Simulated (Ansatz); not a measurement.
**Match the barriers**

Saddle point of C$_{2}$H$_{10}$Ge, singlet (CH₆Ge ([CH3][GeH3]) + CH₄ → C₂H₈Ge ([CH3][GeH2][CH3]) + H₂; bonds formed: Ge1–C7, H2–H6; bonds broken: Ge1–H2, H6–C7), PBE0-D4/def2-TZVP structure:

```xyz
13
angstrom
Ge -0.5975 -0.4669 -0.0876
H 1.0837 -0.9400 -0.8228
H -1.2174 -1.4490 -1.0938
H -1.7631 0.5348 0.2904
C 0.0955 -1.0597 1.6340
H 0.7554 0.1515 -0.9969
C 0.2286 1.4176 -1.1162
H -0.7207 -1.1055 2.3582
H 0.5802 -2.0297 1.5373
H 0.8319 -0.3343 1.9841
H 0.2234 2.0662 -0.2401
H 1.1403 1.6119 -1.6984
H -0.6401 1.6033 -1.7479
```

Program: Ansatz 0.2.0. Basis: def2-TZVPP, with def2-QZVPP for the basis limit. Cores are frozen in the correlated methods. Filled d shells of the heavier atoms are correlated. The def2 sets are not built for correlating such inner shells, so the correlated values are less sure here. Extrapolation: Hartree–Fock as exp(−7.88 √X), correlation as X^−2.97. Four methods, as single points on the PBE0-D4 structures, gave these electronic barriers from the start structure: 3.421, 3.601, 3.843, 4.585 eV.

Question: The methods were, in alphabetical order, HF, MP2, PBE-D4, r2SCAN-D4. Which gave which? (A judgement: the text doesn't fix the answer.)

Answer: By the calculation: PBE-D4 3.421; r2SCAN-D4 3.601; MP2 3.843; HF 4.585 eV. For comparison, CCSD(T) at an estimated basis limit (MP2 extrapolated from triple and quadruple zeta, plus CCSD(T) − MP2 in triple zeta) gives 3.878 eV.

No T1 diagnostic of these runs exceeds 0.011.

Labels in which every atom is bracketed show which atoms are joined, not bond orders.

For scale, one of the runs: CCSD(T)/def2-TZVPP, 250 basis functions, launched by `ansatz run in.yaml --threads 8 --pin off --events-out ev --progress --plain --max-ram 19148MiB`. The run took 95 s on 8 CPU threads of an Arm Neoverse V1 (shared host), with 5.4 GiB of host memory at its peak.
